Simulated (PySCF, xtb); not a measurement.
C3H10BN, SMILES CBN(C)C.

xtb 6.7.1 with GFN2-xTB at its own geometry gives an orbital gap of 5.70 eV and a dipole moment of 1.89 D.

Geometry: PBE0-D3(BJ)/def2-SVP. The geometry has at least one imaginary mode, so it is a saddle point at that level. The values are those of a single conformer.

What does PBE/def2-TZVP in PySCF give? (Estimate from the structure and the level; the computed values follow.)

gap 5.47 eV (levels -5.90 and -0.43 eV), dipole 1.65 D.
